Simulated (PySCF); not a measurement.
CH7FSSi2.
Atom-mapped SMILES: `[CH3:1][SiH2:2][Si@H:3]([F:4])[SH:5]` (hydrogens: H6, H7, H8 on C1; H9, H10 on Si2; H11 on Si3; H12 on S5)

Computed by this run: PBE0-D3(BJ)/def2-SVP geometry optimisation, gas phase in PySCF 2.14.0; density fitting, grid level 1; the optimiser is geomeTRIC in internal coordinates, started from a GFN2-xTB structure with every atom displaced at random (about 0.01 Å).

Step 0: E = -30435.5157 eV
```
atom  x, y, z in Å  |  force x, y, z in eV/Å
C1      1.7568    0.7973    0.8441   -1.288   1.310  -0.281
Si2    -0.1076    0.3516    0.8664    1.174   0.145   0.204
Si3    -0.5980   -0.8187   -1.0776   -0.924  -0.141  -0.155
F4     -0.7532    0.2579   -2.2705   -0.081   0.800  -0.422
S5     -2.4560   -1.9000   -1.0116    0.381  -0.813   0.220
H6      1.9717    1.4385   -0.0287   -0.001  -0.154  -0.025
H7      2.3804   -0.0609    0.8057    0.801  -1.192  -0.066
H8      2.0260    1.3942    1.7196    0.007   0.036   0.314
H9     -0.9110    1.5881    0.9969   -0.248   0.190  -0.190
H10    -0.3866   -0.4557    2.0717   -0.136  -0.328   0.183
H11     0.3250   -1.7783   -1.6611    0.744  -0.597   0.260
H12    -3.2070   -0.8419   -1.2628   -0.429   0.744  -0.042
```

Step 1: E = -30435.7095 eV
```
atom  x, y, z in Å  |  force x, y, z in eV/Å
C1      1.7581    0.8363    0.8510    0.079  -0.237  -0.062
Si2    -0.0590    0.3222    0.8180    0.002   0.103   0.016
Si3    -0.6442   -0.8214   -1.1415    0.195   0.162   0.064
F4     -0.7575    0.3209   -2.3115    0.008  -0.219   0.020
S5     -2.4927   -1.8943   -0.9989   -0.131   0.233  -0.168
H6      1.9973    1.4771   -0.0093   -0.002   0.011  -0.071
H7      2.4216   -0.0502    0.8158   -0.140   0.195   0.014
H8      1.9901    1.4050    1.7634   -0.027  -0.025   0.054
H9     -0.9369    1.5317    0.8866   -0.042   0.018   0.039
H10    -0.3880   -0.5597    1.9794    0.018  -0.027   0.028
H11     0.3967   -1.8278   -1.5165   -0.105  -0.011  -0.071
H12    -3.2448   -0.7678   -1.1447    0.145  -0.203   0.138
```

Problem. Estimate the geometry and energy of step 2. (The exact step hangs on the optimiser's Hessian estimate; all steps are aligned on step 1, rigid shifts and turns removed.)

Solution. E = -30435.7326 eV, largest force 0.106 eV/Å
```
atom  x, y, z in Å  |  force x, y, z in eV/Å
C1      1.7466    0.8364    0.8487    0.036  -0.004  -0.042
Si2    -0.0651    0.3247    0.8170   -0.062   0.049   0.012
Si3    -0.6254   -0.8234   -1.1479    0.066   0.069   0.016
F4     -0.7294    0.2980   -2.3340    0.036  -0.070  -0.017
S5     -2.4835   -1.8783   -1.0209   -0.017   0.018  -0.096
H6      1.9852    1.4787   -0.0130   -0.005  -0.006   0.004
H7      2.4063   -0.0449    0.8139   -0.017   0.023   0.003
H8      1.9727    1.3992    1.7673   -0.001  -0.008   0.005
H9     -0.9497    1.5318    0.8906   -0.017  -0.024   0.014
H10    -0.3907   -0.5622    1.9781    0.017  -0.010  -0.009
H11     0.3901   -1.8455   -1.5396   -0.037  -0.023   0.003
H12    -3.2167   -0.7425   -1.0684    0.001  -0.013   0.105
```

The energy changes by -0.0231 eV. The first-order estimate −F·Δx gives -0.0304 eV and the mean of the old and new forces, exact on a quadratic surface, -0.0229 eV. The step makes an angle of 66° with the force vector and moves no atom by more than 0.085 Å.

What follows is the cost of the whole optimisation. The run took 66 s of wall time on one thread of an Arm Neoverse V2, shared host, and the process peaked at 0.48 GiB of memory.
